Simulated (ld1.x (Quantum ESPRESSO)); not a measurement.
**What one change does to a pseudopotential (bismuth (Bi), TM)**

* Element: bismuth
* Generator: ld1.x (Quantum ESPRESSO) 7.5
* Type: norm-conserving Troullier–Martins (Kleinman–Bylander form)
* Functional: PBE
* Relativity: scalar-relativistic
* Frozen core: [Xe] 4f14 5d10
* Valence charge: 5
* Reference configuration: 6s2 6p2 (charge +1)
* Partial waves: 6p (bound): rc 2.40 bohr; 6s (bound): rc 2.00 bohr
* Local potential: the s channel
* Core correction: Bessel-smoothed model core, default radius (core density twice the valence density)

All-electron outer shells of the reference configuration (PBE, scalar-relativistic, ld1.x):

| shell | level (eV) | outermost node (bohr) | outermost maximum (bohr) |
| --- | --- | --- | --- |
| 6s | -22.11 | 0.98 | 1.86 |
| 6p | -11.44 | 1.14 | 2.35 |

Change: wave 6s (bound): rc 2.00 bohr becomes 6s (bound): rc 2.34 bohr.

Cutoffs: the cutoffs (Ry, on a coarse ladder) from which the occupation-weighted sum of valence levels, in a spherical-Bessel basis at the reference potential, stays within 10 and 1 mRy of its value at 400 Ry; they do not see the model core or the augmentation charge, which bear on the density cutoff. Errors are all-electron minus pseudo energies relative to the spin-unpolarised reference configuration.

**Question.** What does the change do?

**Answer.** The potential gets softer (25 Ry and 45 Ry → 21 Ry and 30 Ry); both files keep a bound ghost (d); of the 7 tests that both files solve, the error grows in 2 and shrinks in 0 by more than 15 % and 0.3 meV (median size 32.3 → 30.8 meV). A larger radius leaves more room for a smooth pseudo-wave, so fewer plane waves are needed.

```csv
quantity,base,changed
"cutoff, loose",25 Ry,21 Ry
"cutoff, tight",45 Ry,30 Ry
loose cutoff by channel (10 mRy a level),"p 10 Ry, s 21 Ry","p 10 Ry, s 12 Ry"
bound ghosts,d,d
"error for 6s2 6p3, meV [ΔE -7.91 eV]",-4.1,-3.5
"error for 6s2 6p1, meV [ΔE 15.25 eV]",-32,-31
"error for 6s2 6p0, meV [ΔE 38.59 eV]",-167,-159
"error for 6s1 6p0, meV [ΔE 83.99 eV]",-679,-681
"error for 6s1 6p4, meV [ΔE 2.17 eV]",-19,-29
"error for 6s2 6p3.3, meV [ΔE -9.01 eV]",-6.2,-5.3
"error for 6s0 6p5, meV [ΔE 12.59 eV]",-100,-141
s: phases at 2.59 bohr within 0.05 rad from the reference energy up to (Ry; the scan ends near 5),1.9,1.2
p: phases at 2.59 bohr within 0.05 rad from the reference energy up to (Ry; the scan ends near 5),2.9,2.6
```

 A true bound ghost makes a file unfit for plane-wave use even where its test errors are small: the radial tests pick states by their node count and pass the ghost by.
